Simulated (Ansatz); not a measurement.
```tsv
atom	x (Å)	y (Å)	z (Å)
Si	0.0000	0.0000	-0.0945
H	0.0000	0.0000	1.3229
```

Basis set: cc-pVDZ (spherical functions). Frozen core: 5 orbitals. Charge 0, multiplicity 2.

Computed with Ansatz (development build ahead of 0.2.0); each method stands on the lowest determinant of its kind that the runs found.

(1) Give the atomization energy at this shape (free ground-state atoms in the same class of orbitals less the molecule, no zero-point energy) of doublet SiH by UHF-MP2, UHF.

Answers

(1)

```csv
method,atomization energy
UHF-MP2,2.58 eV
UHF,2.06 eV
```
